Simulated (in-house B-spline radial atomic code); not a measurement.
How G0W0 and RPA depend on the start: the rhenium ion Re⁺

Configuration [Xe] 4f14 5d5 6s1, highest spin. Computed with a B-spline radial code for spherical atoms: all electrons, scalar-relativistic (spin-free one-electron X2C), finite nucleus, each spin shell either full or empty, empty states to l = 9 with an (l + 1/2)⁻⁴ tail; G0W0 by contour deformation at full frequency.

Without the two-electron picture change, the correlation of inner shells comes somewhat too large for so heavy an element.

RPA overbinds a lone outer s electron by self-correlation, and G0W0 tends to as well.

| start | mean-field 6s up (eV) | G0W0 (eV) | QP weight | RPA correlation (Eh) |
| --- | --- | --- | --- | --- |
| Hartree-Fock | -16.044 | -17.254 | 0.967 | -6.2033 |
| LDA VWN5 | -13.787 | -17.688 | 0.922 | -6.6761 |
| PBE | -13.552 | -17.619 | 0.918 | -6.6692 |
| PBE0 | -14.288 | -17.509 | 0.940 | -6.5402 |
| r2SCAN | -13.934 | -17.571 | 0.932 | -6.5886 |
| HSE06 | -13.881 | -17.516 | 0.933 | -6.5502 |
| B3LYP (VWN-RPA) | -14.063 | -17.575 | 0.936 | -6.5679 |
| SCAN | -13.773 | ? | ? | ? |
| TPSS | -13.451 | -17.589 | 0.920 | -6.6518 |
| BHandHLYP | -14.739 | -17.410 | 0.952 | -6.4225 |
| CAM-B3LYP | -15.301 | -17.537 | 0.953 | -6.5184 |
| LC-wPBE | -16.470 | -17.484 | 0.962 | -6.5269 |
| wB97X | -15.821 | -17.393 | 0.960 | -6.4959 |
| PBEsol | -13.611 | -17.643 | 0.920 | -6.672 |
| BLYP | -13.291 | -17.649 | 0.916 | -6.6721 |
| r2SCAN0 | -14.622 | ? | ? | ? |
| LDA exchange-only | -13.200 | -17.821 | 0.912 | -6.6761 |

Problem. What G0W0 level, weight and RPA correlation energy follow from the SCAN start?

Solution. G0W0 level -17.626 eV, weight 0.928, RPA correlation -6.6026 hartree.

Problem. What G0W0 level, weight and RPA correlation energy follow from the r2SCAN0 start?

Solution. G0W0 level -17.485 eV, weight 0.946, RPA correlation -6.4859 hartree.

Problem. How much of the dependence on the start does G0W0 remove?

Solution. The mean-field levels span 3.27 eV and the G0W0 levels 0.567 eV. Against 16.6 ± 0.5 eV (NIST, semi-empirical) the G0W0 removal energies are off by +0.65 to +1.22 eV, with spin-orbit coupling, Breit and QED terms left out.
